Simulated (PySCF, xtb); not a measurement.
Si(F)(Cl)2(OH) (Cl2FHOSi), SMILES Cl[Si](O)(Cl)F. Other conformers were not sampled.

Harmonic wavenumbers (cm⁻¹) from GFN2-xTB (xtb) at its own minimum, in rising order: 126, 159, 206, 216, 238, 272, 473, 584, 765, 820, 950, 3631.

Q: What does B3LYP-D3(BJ)/def2-SVP in PySCF 2.14.0 give at its own minimum? (The exact figures need the calculation; the answer reports its results.)

A: 132, 176, 232, 272, 298, 317, 508, 627, 790, 902, 992, 3870. Paired by order, the mean absolute difference is 56 cm⁻¹ and the zero-point energies are 12.1 and 13.0 kcal/mol.
